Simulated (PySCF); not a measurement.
Electrostatic solvation of a mixed set.

Computed with PySCF at PBE0/def2-SVPD, non-relativistic, each on one gas-phase PBE0-D3(BJ)/def2-SVP geometry that isn't relaxed in the solvent. The solvent is an IEF-PCM continuum (van der Waals radii × 1.2). Specific hydrogen bonds and non-electrostatic terms are outside this model. Spin–orbit coupling is left out although an atom past zinc is present.

Question: Order them by E(solvent) − E(gas) in cyclohexane (ε = 2.017), most negative first (kJ/mol).
A. `[CH3:1][CH2:2][GeH2:3][NH:4][SiH3:5]` with C1–C2–Ge3–N4 53°, C2–Ge3–N4–Si5 64°
B. `[CH3:1][N:2]([CH3:3])[SiH2:4][GeH3:5]` with C1–N2–Si4–Ge5 158°
C. `[CH3:1][GeH2:2][CH2:3][SiH2:4][NH2:5]` with C1–Ge2–C3–Si4 62°, Ge2–C3–Si4–N5 53°, C3–Si4–N5–H 72° and -68°

Answer: C (-5.9), A (-2.9), B (-1.8).

| SMILES | charge | ΔE (kJ/mol) | polarisation term (kJ/mol) | HOMO shift (eV) | dipole gas (D) | dipole solvent (D) | atoms | lowest singlet, gas (eV) | lowest singlet, solvent (eV) |
| --- | --- | --- | --- | --- | --- | --- | --- | --- | --- |
| [CH3][GeH2][CH2][SiH2]N | 0 | -5.9 | -6.2 | +0.05 | 0.85 | 0.96 | 16 | 6.15 | 6.19 |
| C[CH2][GeH2][NH][SiH3] | 0 | -2.9 | -3.0 | +0.06 | 1.06 | 1.18 | 16 | 5.76 | 5.77 |
| CN(C)[SiH2][GeH3] | 0 | -1.8 | -1.8 | +0.08 | 1.19 | 1.32 | 16 | 5.20 | 5.18 |

The polarisation term is half the interaction of the solute with the induced surface charges. Singlets are vertical TDDFT energies (frozen core, non-equilibrium response), the lowest in each medium.
